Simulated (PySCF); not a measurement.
Method: r2SCAN-D4/def2-TZVP run with PySCF 2.14.0. All species are isolated molecules in the gas phase. One relaxed conformer stands for a flexible species; it need not be the lowest. Excitations are Tamm–Dancoff values on a coarser integration grid. The basis has no diffuse functions, so Rydberg states are missing or too high.

Reference species (SMILES): `[SH][Ge]([SH])([SH])[SH]` (neutral, multiplicity 1).

| Property | Result |
|---|---|
| T1 excitation (TDA) | 4.30 eV |
| HOMO–LUMO gap | 4.58 eV |
| S1 oscillator strength | 0.013 |

Changed species: `[SH][GeH2][SH]` (H–S–Ge–S torsion -145°, S–Ge–S–H torsion 59°) (2 of 4 SH replaced by H; the reference has 0 of 4 SH replaced by H).

Task: What does the change do to the T1 excitation (TDA), HOMO–LUMO gap and S1 oscillator strength?

Result: the T1 excitation (TDA) increases by 0.64 eV, to 4.94 eV; the HOMO–LUMO gap rises by 0.75 eV, to 5.33 eV; the S1 oscillator strength stays essentially unchanged.
